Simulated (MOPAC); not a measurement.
Job for MOPAC: PM3 on GeH4 (SMILES [GeH4]).

```
PM3 1SCF PRECISE CHARGE=0 THREADS=1
GeH4

Ge    -0.05928929 1    -0.19588043 1     3.68253168 1
H     -0.35991527 1     1.17638575 1     3.06225545 1
H      1.44397125 1    -0.48744912 1     3.61823830 1
H     -0.84122148 1    -1.28106390 1     2.92765316 1
H     -0.51629994 1    -0.18763149 1     5.15209747 1
```

Program output:

```
*******************************************************************************
 **                                                                           **
 **                              MOPAC v23.2.5                                **
 **                                                                           **
 *******************************************************************************
 ** MOPAC's Digital Object Identifier: https://doi.org/10.5281/zenodo.6511958 **
 **                                                                           **
 ** Please cite the open-source release paper for use of this MOPAC version:  **
 ** J. E. Moussa and J. J. P. Stewart (2026)                                  **
 ** MOPAC: An open-source semiempirical molecular orbital program             **
 ** J. Open Source Softw., 11(119), 8025, https://doi.org/10.21105/joss.08025 **
 *******************************************************************************

                              PM3 CALCULATION RESULTS

 *******************************************************************************
 *  PM3        - The PM3 Hamiltonian to be used
 *
 *
 *
 *                 CHARGE ON SYSTEM = 0
 *
 *
 *
 *  PRECISE    - TIGHTER CRITERIA TO BE USED
 *  1SCF       - DO 1 SCF AND THEN STOP
 *  THREADS=1  - MULTI-THREADING NOT USED
 *  T=         - A TIME OF 172800.0 SECONDS REQUESTED
 *  DUMP=N     - RESTART FILE WRITTEN EVERY 7200.0 SECONDS REQUESTED
 *******************************************************************************
PM3 1SCF PRECISE CHARGE=0 THREADS=1
 GeH4

   ATOM   CHEMICAL          X               Y               Z
  NUMBER   SYMBOL      (ANGSTROMS)     (ANGSTROMS)     (ANGSTROMS)

     1      Ge         -0.05928929  *  -0.19588043  *   3.68253168  *
     2       H         -0.35991527  *   1.17638575  *   3.06225545  *
     3       H          1.44397125  *  -0.48744912  *   3.61823830  *
     4       H         -0.84122148  *  -1.28106390  *   2.92765316  *
     5       H         -0.51629994  *  -0.18763149  *   5.15209747  *



          CARTESIAN COORDINATES

    NO.       ATOM           X           Y           Z

     1        Ge         -0.0593     -0.1959      3.6825
     2         H         -0.3599      1.1764      3.0623
     3         H          1.4440     -0.4874      3.6182
     4         H         -0.8412     -1.2811      2.9277
     5         H         -0.5163     -0.1876      5.1521

  H: (PM3): J. J. P. STEWART, J. COMP. CHEM. 10, 209 (1989).
 Ge: (PM3): J. J. P. STEWART, J. COMP. CHEM. 12, 320-341 (1991).

           Empirical Formula: H4 Ge  =     5 atoms



      MOLECULAR POINT GROUP   :   C1


      RHF CALCULATION, NO. OF DOUBLY OCCUPIED LEVELS = 4


 -------------------------------------------------------------------------------
 PM3 1SCF PRECISE CHARGE=0 THREADS=1
 GeH4



     1SCF WAS SPECIFIED, SO BFGS WAS NOT USED
     SCF FIELD WAS ACHIEVED


                              PM3 CALCULATION
                                                       MOPAC v23.2.5 Linux




          FINAL HEAT OF FORMATION =         32.71989 KCAL/MOL =     136.90004 KJ/MOL


          COSMO AREA              =         80.06 SQUARE ANGSTROMS
          COSMO VOLUME            =         65.92 CUBIC ANGSTROMS

          IONIZATION POTENTIAL    =         12.249220 EV
          HOMO LUMO ENERGIES (EV) =        -12.249  0.415
          NO. OF FILLED LEVELS    =          4
          MOLECULAR WEIGHT        =         76.6216         POINT GROUP:  C1

          MOLECULAR DIMENSIONS (Angstroms)

            Atom       Atom       Distance
            H     3    H     2     2.51624
            H     4    H     5     2.49986
            H     5    H     2     1.77300


          SCF CALCULATIONS        =          1





   ATOM   CHEMICAL          X               Y               Z
  NUMBER   SYMBOL      (ANGSTROMS)     (ANGSTROMS)     (ANGSTROMS)

     1      Ge         -0.05928929  *  -0.19588043  *   3.68253168  *
     2       H         -0.35991527  *   1.17638575  *   3.06225545  *
     3       H          1.44397125  *  -0.48744912  *   3.61823830  *
     4       H         -0.84122148  *  -1.28106390  *   2.92765316  *
     5       H         -0.51629994  *  -0.18763149  *   5.15209747  *

                             CARTESIAN COORDINATES

   1   Ge       -0.059289290    -0.195880430     3.682531680
   2    H       -0.359915270     1.176385750     3.062255450
   3    H        1.443971250    -0.487449120     3.618238300
   4    H       -0.841221480    -1.281063900     2.927653160
   5    H       -0.516299940    -0.187631490     5.152097470


           Empirical Formula: H4 Ge  =     5 atoms



      MOLECULAR POINT GROUP   :   C1


                  EIGENVALUES
 -16.03972 -12.31038 -12.27977 -12.24922   0.41527   0.43820   0.46081   3.67060


              NET ATOMIC CHARGES AND DIPOLE CONTRIBUTIONS

  ATOM NO.   TYPE          CHARGE      No. of ELECS.   s-Pop       p-Pop
    1         Ge           0.276633        3.7234     0.64734     3.07602
    2          H          -0.069248        1.0692     1.06925
    3          H          -0.070897        1.0709     1.07090
    4          H          -0.069126        1.0691     1.06913
    5          H          -0.067361        1.0674     1.06736
 DIPOLE           X         Y         Z       TOTAL
 POINT-CHG.    -0.004     0.000     0.003     0.006
 HYBRID        -0.006     0.001     0.006     0.009
 SUM           -0.011     0.001     0.009     0.014


          ATOMIC ORBITAL ELECTRON POPULATIONS

     Atom    s        px        py        pz
    1 Ge   0.64734   1.02336   1.02524   1.02742
    2  H   1.06925
    3  H   1.07090
    4  H   1.06913
    5  H   1.06736

 **********************
 *                    *
 * JOB ENDED NORMALLY *
 *                    *
 **********************




 == MOPAC DONE ==
```

The run finished.

Cost: very roughly 0.020 core-seconds.
